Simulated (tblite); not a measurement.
C4H12Si2.
SMILES with atom numbers: `[SiH3:1][CH2:2][C@@H:3]1[CH2:4][CH2:5][SiH2:6]1` (hydrogens: H7, H8, H9 on Si1; H10, H11 on C2; H12 on C3; H13, H14 on C4; H15, H16 on C5; H17, H18 on Si6)

Structure used (GFN2-xTB), in Å, numbered top down from 1:
```
atom  x, y, z in Å
Si1    2.653   -0.419   -0.710
C2     0.885   -1.067   -0.473
C3    -0.065   -0.035    0.120
C4    -1.523   -0.515    0.312
C5    -2.279    0.729   -0.194
Si6   -0.672    1.439   -0.946
H7     3.488   -1.490   -1.261
H8     3.202    0.007    0.580
H9     2.641    0.723   -1.628
H10    0.908   -1.947    0.179
H11    0.487   -1.410   -1.431
H12    0.341    0.301    1.078
H13   -1.727   -1.376   -0.324
H14   -1.766   -0.793    1.339
H15   -3.106    0.500   -0.862
H16   -2.682    1.320    0.626
H17   -0.253    2.784   -0.554
H18   -0.542    1.254   -2.392
```

Calculated harmonic vibrations of the isolated species, GFN2-xTB (tblite), most abundant isotopes, no scaling. Errors from tens to a few hundred cm⁻¹ against measured bands are possible. Modes of hydrogen on silicon can be 10 to 20 % off. One conformer, not necessarily the lowest.

Harmonic wavenumbers (cm⁻¹): 67.8, 81.1, 106.6, 157.3, 270.3, 325.1, 437.9, 458.1, 503.2, 520.7, 550.6, 611.7, 663.4, 707.5, 750.6, 764.2, 775.7, 792.6, 795.0, 801.3, 814.5, 892.1, 978.8, 1028.5, 1057.6, 1080.2, 1133.1, 1172.1, 1213.1, 1239.6, 1242.4, 1286.3, 1321.8, 1475.6, 1488.2, 1500.5, 2242.1, 2248.2, 2252.1, 2254.4, 2267.2, 2923.8, 2930.9, 2959.0, 2972.1, 2991.6, 3001.3, 3011.4.

A = 4606, B = 1238, C = 1042 MHz; mass 116.048 u (most abundant isotopes); point group C1, symmetry number 1.

Problem. What is the zero-point energy?

Solution. Half the sum of the wavenumbers: 30560 cm⁻¹ = 87.37 kcal/mol.

Problem. Entropy at 298.15 K, 1 bar (ideal gas, RRHO, classical rotation)?

Solution. Translation 40.19, rotation 28.38, vibration 23.68: S = 92.2 cal/(mol K).

Problem. And Cp and H(298.15 K) − H(0)?

Solution. Cp = 36.31 cal/(mol K), of which vibrations give 28.36 (their classical limit is 48 R = 95.4); H(298.15 K) − H(0) = 6.26 kcal/mol without the zero-point energy, 3.89 from vibrations.

Problem. Blend soft modes into free rotors: weight 1/[1 + (100 cm⁻¹/ν̃)⁴] for the oscillator and the rest for a rotor with moment μB/(μ + B), μ = h/(8π²ν), B = 10⁻⁴⁴ kg m². What vibrational entropy results?

Solution. 22.07 cal/(mol K) in place of 23.68, which changes −T·S at 298.15 K by +0.48 kcal/mol.

Problem. What must be added to the electronic energy to get the Gibbs energy at 298.15 K and 1 bar?

Solution. ZPE + [H(298.15 K) − H(0)] − T·S = 87.37 + 6.26 − 27.50 = 66.13 kcal/mol.

Problem. How do the functions run with temperature in this model?

Solution. 
| T (K) | S (cal/(mol K)) | Cp (cal/(mol K)) | H − H(0) (kcal/mol) | G − H(0) (kcal/mol) | ln q(vib) |
| --- | --- | --- | --- | --- | --- |
| 100 | 66.2 | 16.1 | 1.19 | -5.44 | 1.23 |
| 200 | 80.1 | 25.4 | 3.23 | -12.78 | 3.25 |
| 300 | 92.5 | 36.5 | 6.33 | -21.41 | 5.38 |
| 500 | 115.6 | 54.6 | 15.56 | -42.27 | 9.96 |
| 800 | 145.3 | 71.4 | 34.69 | -81.56 | 16.85 |
| 1000 | 162.1 | 78.7 | 49.74 | -112.33 | 21.18 |

q(vib) and H(0) count from the zero-point level.

Hindered rotation and anharmonicity are outside this model. Other conformers, if any are populated, would add a mixing term that is left out. The structure is chiral; the term R ln 2 for an equal mix with its mirror image is left out.
